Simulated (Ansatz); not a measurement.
Isolated molecules relaxed with PBE0-D4/def2-TZVP in Ansatz; ΔE leaves out vibrations. CCSD(T)/CBS is the MP2 limit (def2-TZVPP, def2-QZVPP) plus CCSD(T) − MP2 in def2-TZVPP, frozen cores. This one scheme is used for every species. DFT in def2-TZVPP. Elements past krypton have def2 core potentials. For Sn outer-core shells are correlated without core-valence functions, which leaves a few kJ/mol of doubt a bond.

Reaction (cleavage of the Sn–Si bond): `[F][Sn]([F])([SiH3])[SiH3]` + H–F → `[F][Sn]([F])([F])[SiH3]` + SiH₄

| level | ΔE (kcal/mol) |
| --- | --- |
| CAM-B3LYP-D4 | -9.6 |
| B2PLYP | -9.4 |
| PBE-QIDH | -6.1 |
| PBE | -6.0 |
| r2SCAN0 | -7.1 |
| CAM-B3LYP | -10.7 |
| RPA@PBE/def2-TZVPP | -8.3 |
| MP2/def2-QZVPP | -7.4 |

(1) What does CCSD(T)/CBS give? (Best estimate.)

Largest T1 diagnostic among the species: 0.015.

Answers

(1) Computed: -7.1 kcal/mol. The listed levels differ from it by -2.5, -2.3, 1.0, 1.1, 0.0, -3.6, -1.2, -0.3 kcal/mol.

In def2-TZVPP, CCSD(T) changes the Hartree–Fock value by +5.5 kcal/mol (the triples alone add +0.3 kcal/mol) and MP2 by +5.7 kcal/mol. At CCSD(T), def2-SVP lies −2.1 kcal/mol from the extrapolated value and def2-TZVPP −0.1 kcal/mol.

CCSD(T)/CBS has its own doubt, a few kJ/mol and more with outer-core shells, so smaller differences from it don't rank the levels.
